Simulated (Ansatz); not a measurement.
A run on H₆InNSi with other settings.

```yaml
crystal:
  periodic: [false, false, false]
  atoms:
    - {symbol: N, position_ang: [0.301504, 0.243663, -1.718986]}
    - {symbol: In, position_ang: [0.862355, 2.242835, -1.503303]}
    - {symbol: Si, position_ang: [-0.282350, -0.387356, 1.387030]}
    - {symbol: H, position_ang: [0.951402, -0.526626, -1.811133]}
    - {symbol: H, position_ang: [-0.602962, -0.064235, -2.052575]}
    - {symbol: H, position_ang: [0.825942, 0.602133, 1.399913]}
    - {symbol: H, position_ang: [0.115707, -1.618517, 0.665711]}
    - {symbol: H, position_ang: [-1.510120, 0.212241, 0.811295]}
    - {symbol: H, position_ang: [-0.572978, -0.750440, 2.804947]}
basis:
  gaussian: {orbitals: def2-mTZVP}
magnetization: {spin_polarized: true, initial_magnetization: 0}
hamiltonian: {xc: {name: B2GP-PLYP}}
scf: {lower_state_search: light}
output: {forces: true}
```

```sh
$ ansatz run in.yaml --threads 2 --pin off --events-out ev --progress --plain --max-ram 4352MiB
```

It prints (some lines left out):

```
Functional definition: B2GP-PLYP
991 factors; integrals over basis functions are off by at most 1.0e-3 eV
mean field evaluation 1: about -14612.8971 eV, gradient 3.8e1 eV
mean field evaluation 2: about -14612.9515 eV, gradient 3.8e1 eV
mean field evaluation 4: about -14618.9136 eV, gradient 4.2e0 eV
mean field evaluation 8: about -14619.0276 eV, gradient 2.7e-1 eV
mean field evaluation 16: about -14619.0284 eV, gradient 4.0e-5 eV
mean field -14619.02837930 eV, -537.2393838060 hartree, gradient 2.4e-6 eV, S^2 0.000000; 0 other end points of the search recorded, 0 dependent functions left out
10 core orbitals not correlated: weight in the atoms' cores, before any rotation towards them, 1.000 or more for the frozen orbitals, at most 0.000 for the correlated occupied ones
reference -14619.02850909 eV, -537.2393885756 hartree; 14, 14 occupied and 71, 71 virtual orbitals, 991 factors
second order -11.91138257 eV of doubles, -0.00000000 eV of singles
Total energy: -14623.31660681 eV, -537.3969732604 hartree
Atom 0 at     0.301504     0.243663    -1.718986 Å, force    -0.018649    -0.079980     0.004803 eV/Å
Atom 1 at     0.862355     2.242835    -1.503303 Å, force     0.064742     0.222194    -0.022799 eV/Å
Atom 2 at    -0.282350    -0.387356     1.387030 Å, force    -0.014673    -0.023277     0.068252 eV/Å
Atom 3 at     0.951402    -0.526626    -1.811133 Å, force     0.063676    -0.074736    -0.018384 eV/Å
Atom 4 at    -0.602962    -0.064235    -2.052575 Å, force    -0.088860    -0.026200    -0.042865 eV/Å
Atom 5 at     0.825942     0.602133     1.399913 Å, force    -0.127668    -0.119067     0.011376 eV/Å
Atom 6 at     0.115707    -1.618517     0.665711 Å, force    -0.045328     0.131230     0.086923 eV/Å
Atom 7 at    -1.510120     0.212241     0.811295 Å, force     0.133670    -0.070066     0.071001 eV/Å
Atom 8 at    -0.572978    -0.750440     2.804947 Å, force     0.033091     0.039902    -0.158306 eV/Å
Dipole moment:     0.041688     0.032654    -0.218637 e Å
```

Run time 10 s (2 threads of an Arm Neoverse V1 on a shared host); peak host memory 0.32 GiB.
